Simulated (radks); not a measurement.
Values are calculated unless marked as measured or tabulated.
Spherical quantum dot in the effective-mass picture: electrons in a parabolic well V = omega^2 r^2 / 2 with omega = 0.532, with a point charge +2 (a donor) at the centre, all in effective atomic units (hartree* = m*/eps^2 hartree, bohr* = eps/m* bohr), one dielectric constant everywhere. Level of theory: non-relativistic Kohn-Sham, PBEsol, spin-polarised, spherical densities (a radial shooting solver with Libxc functionals). Levels are named by radial order and angular momentum (1s, 1p, 1d, 2s, ...), and open shells are averaged over m. Results are scaled to m* = 0.334 and eps = 15.4, for which hartree* = 38.32 meV and bohr* = 2.44 nm.

N = 3, configuration 1s2 1p(up 1, down 0). This is the lowest configuration that the search found. Occupied and some empty levels:

level    occupation  eigenvalue (meV)  <r> (nm)
1s up             1            6.9676     2.137
1s down           1            8.1680     2.081
1p up             1            53.722     4.701
1p down           0            57.032     4.698
2s up             0            59.472     5.143
2s down           0            62.301     5.188
1d up             0            76.680     5.905
1d down           0            79.935     5.942
1f up             0            97.923     6.834
1f down           0            100.92     6.872

Energy (meV): total -51.3222, kinetic 148.85, external -283.22, Hartree 136.09, exchange-correlation -53.045.

Electron density:

r (nm)  n(r) (e/nm^3)
0.315          0.1618
0.666         0.09291
1.02          0.05456
1.37          0.03288
1.72          0.02037
2.07          0.01301
2.42         0.008593
2.77         0.005875
3.13         0.004164
3.47         0.003052
3.83         0.002287
4.18         0.001741
4.53         0.001333
4.88         0.001018
5.23        0.0007709
5.58        0.0005753
5.93        0.0004220
6.29        0.0003037
6.64        0.0002142
6.99        0.0001480
